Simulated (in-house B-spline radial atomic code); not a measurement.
RPA and G0W0 for Si-, [Ne] 3s2 3p3, highest spin, as one setting changes: the share of exact exchange in the PBE hybrid start. A dash marks a level of low quasi-particle weight. Computed with an all-electron radial atomic-structure program (B-spline basis): all electrons, non-relativistic, point nucleus, each spin shell either full or empty, empty states to l = 9 with an (l + 1/2)⁻⁴ tail; G0W0 by contour deformation at full frequency.

| share of exact exchange in the PBE hybrid start | mean-field level (eV) | G0W0 level (eV) | RPA correlation (Eh) |
| --- | --- | --- | --- |
| 0.5 | -0.437 | - | -0.76267 |
| 0.6 | ? | ? | ? |
| 0.7 | ? | ? | ? |
| 0.8 | -1.455 | 3p up -1.620 | -0.72958 |
| 0.9 | -1.808 | 3p up -1.653 | -0.71961 |
| 1 | -2.167 | 3p up -1.677 | -0.71008 |

Problem. What belongs in the row for 0.7?

Solution. mean-field level (eV): -1.109; G0W0 level (eV): 3p up -1.575; RPA correlation (Eh): -0.74004.

Problem. What belongs in the row for 0.6?

Solution. mean-field level (eV): -0.769; G0W0 level (eV): 3p up -1.509; RPA correlation (Eh): -0.75105.

Problem. At what share of exact exchange does G0W0 leave the highest level unchanged?

Solution. Near 0.85, where the shift changes sign (-0.165 eV at 0.8, +0.155 eV at 0.9).
